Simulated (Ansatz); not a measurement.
A structure drawn as `F[SiH]1C[SiH]1[SeH]`, with this starting geometry:

```xyz
10

F    -1.2536   -0.1103    2.4645
Si   -0.1415    0.3711    1.2824
C     0.1614   -1.0205    0.0863
Si   -0.7401    0.1932   -0.8600
Se    0.4994    1.3265   -2.3744
H     1.1087    1.0600    1.6769
H     1.2671   -1.0931   -0.1950
H    -0.3185   -1.9328    0.3720
H    -2.1759   -0.2814   -1.1661
H     1.5929    1.4873   -1.2866
```

The species carries charge 0 and has multiplicity 1.

Relax it with Ansatz at PBE-D4/def2-SVP and then PBE0-D4/def2-TZVP. Is the drawn bonding still there?

Yes, every drawn bond is still there and no new one forms.

Give the relaxed structure. (Estimate.)

The calculation gave: 
Z-matrix (Å, degrees):
```
Si
C 1 1.872
Si 1 2.238 2 54.7
F 1 1.598 2 118.5 3 115.6
H 1 1.481 2 115.9 3 -112.3
H 2 1.089 1 117.7 3 116.7
H 2 1.091 1 118.2 3 -106.0
Se 3 2.272 1 126.8 2 -104.7
H 3 1.482 1 123.3 2 95.1
H 8 1.469 3 93.1 1 2.7
```
All modes are real.

Atoms count as bonded under 1.1 times the sum of their covalent radii (H–H under 0.85 Å, pairs among N, O and F under 1.55 Å), and a drawn bond as lost past 1.3 times.
